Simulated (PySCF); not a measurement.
Molecule: `FC([Si](C)(C)C)F`, C₄H₁₀F₂Si.

Geometry (Å), atoms numbered from 1 in this order:
```xyz
17

C     0.258   -0.018    1.899
Si    0.084   -0.025    0.031
C    -0.277   -1.742   -0.627
C     1.563    0.753   -0.821
C    -1.454    1.044   -0.403
F    -2.568    0.485    0.159
F    -1.638    1.060   -1.756
H     0.464    0.993    2.283
H     1.082   -0.674    2.222
H    -0.669   -0.379    2.371
H     0.555   -2.435   -0.427
H    -1.186   -2.149   -0.159
H    -0.444   -1.708   -1.714
H     1.766    1.763   -0.434
H     1.384    0.834   -1.905
H     2.471    0.147   -0.670
H    -1.412    2.098   -0.066
```

Geometry PBE0-D3(BJ)/def2-SVP throughout; GIAO in PySCF, gas phase, one conformer, non-relativistic; equivalent atoms averaged; basis pcSseg-1.

For orientation, PBE gives these shifts δ (against TMS, CFCl3 at the same level): C5 131.0, C1/C3/C4 -5.7, Si2 -3.7, F6/F7 -170.1, H17 6.11, H8/H9/H10/H11/H12/H13/H14/H15/H16 0.09 ppm.

A run gave: C5 130.9, C1/C3/C4 -5.5, Si2 -3.4, F6/F7 -171.7, H17 6.12, H8/H9/H10/H11/H12/H13/H14/H15/H16 0.10 ppm (shifts δ (against TMS, CFCl3 at the same level)).

Task: Which functional was used in that run?
A. mPW1PW91
B. wB97X-D
C. KT2
D. BP86
E. KT3

Result: D. C5 tells them apart best: BP86 gives 130.9, KT3 gives 123.8, KT2 gives 126.4, mPW1PW91 gives 125.4, wB97X-D gives 124.9 ppm.
